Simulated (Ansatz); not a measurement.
Molecule: C2H3F2, charge -1, multiplicity 1. It need not be the lowest isomer of its formula. Whether it binds its extra electron was not tested at this geometry. 
Structure (B3LYP-D3(BJ)/def2-TZVP (Ansatz, a program for electronic structure) minimum search):
SMILES: F[C-](F)C
```xyz
7

C     -1.3224    -0.1198    -0.0821
C      0.1225     0.0167    -0.5541
F      0.7838    -1.0618     0.1967
F      0.5791     1.1820     0.2193
H     -1.4062    -0.1386     1.0222
H     -1.7496    -1.0442    -0.4832
H     -1.9106     0.7198    -0.4654
```
Charge -1, spin multiplicity 1.

Basis-set convergence of Hartree-Fock and MP2 correlation energies (hartree) with Ansatz. Correlated levels leave the core frozen unless marked. No spin-orbit coupling. Non-relativistic. This anion needs diffuse functions, which these sets lack.

| basis | functions | E(HF) | E(corr, MP2) |
|---|---|---|---|
| cc-pVDZ | 71 | -276.28594 | -0.65324 |
| cc-pVTZ | 162 | -276.38176 | -0.85521 |
| cc-pVQZ | 310 | -276.40735 | -0.92898 |
| cc-pV5Z | 529 | (withheld) | (withheld) |

Problem. Some entries are withheld; supply them.

Solution. 
- cc-pV5Z, E(HF): -276.41544
- cc-pV5Z, E(corr, MP2): -0.96010
